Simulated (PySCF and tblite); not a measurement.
Values are calculated unless marked as measured or tabulated.
C8H12, numbered as in [CH:1]#[C:2][CH:3]1[CH2:4][CH2:5][CH2:6][CH2:7][CH2:8]1.

Free energies: CAM-B3LYP-D3(BJ)/def2-SVPD (IEF-PCM, chloroform) on PBE0-D3(BJ)/def2-SVP structures plus GFN2-xTB thermal terms, symmetry and mirror images included. Conformers within 3 kcal/mol (GFN2-xTB free energy) were kept, 8 at most. Couplings: B3LYP/pcSseg-1 with pcJ-1 on H (gas phase; spin-dipole term only for pairs with B, N, F, Si or P). Couplings are for ¹H. Of two unlike H on one atom, a is the less shielded (PBE0/pcSseg-1 (IEF-PCM, chloroform)). Run with PySCF (density fitting) and tblite.

The 6-ring runs over atoms 3–4–5–6–7–8.

| conformer | shape | weight % |
| --- | --- | --- |
| 1 | 6-ring chair (all substituents equatorial) | 75.3 |
| 2 | 6-ring chair (C2 axial) | 24.7 |

(1) Give the couplings in each conformer and the averages at 298.15 K (pairs that fast motion interchanges averaged).

Results:

(1) 
```
   coupling  pairs      1      2  average (Hz)
  ⁴J(H1,H3)      1   -3.9   -4.1          -4.0
 ³J(H3,H4b)      2   13.0    3.1          10.6
 ³J(H3,H4a)      2    4.0    5.0           4.2
 ⁴J(H3,H5a)      2   -0.5   -0.8          -0.6
²J(H4b,H4a)      2  -15.0  -14.4         -14.8
³J(H4b,H5a)      2    4.1    4.0           4.1
³J(H4b,H5b)      2   14.5    3.4          11.7
⁴J(H4b,H6a)      2   -0.6   -0.6          -0.6
³J(H4a,H5a)      2    3.4   14.7           6.2
³J(H4a,H5b)      2    4.0    4.0           4.0
⁴J(H4a,H6b)      2   -0.6   -0.6          -0.6
⁴J(H4a,H6a)      2    1.4    0.0           1.0
⁴J(H4a,H8a)      1    1.8    0.0           1.3
²J(H5a,H5b)      2  -15.1  -15.1         -15.1
³J(H5a,H6b)      2    4.1    4.2           4.2
³J(H5a,H6a)      2    3.3   14.4           6.0
⁴J(H5a,H7a)      1    1.4    0.0           1.1
⁴J(H5a,H7b)      2   -0.6   -0.6          -0.6
³J(H5b,H6b)      2   14.2    3.3          11.5
³J(H5b,H6a)      2    4.1    4.2           4.1
²J(H6b,H6a)      1  -14.9  -14.8         -14.8
```

Only couplings over up to 4 bonds are listed; longer-range ones, if any, are left out.
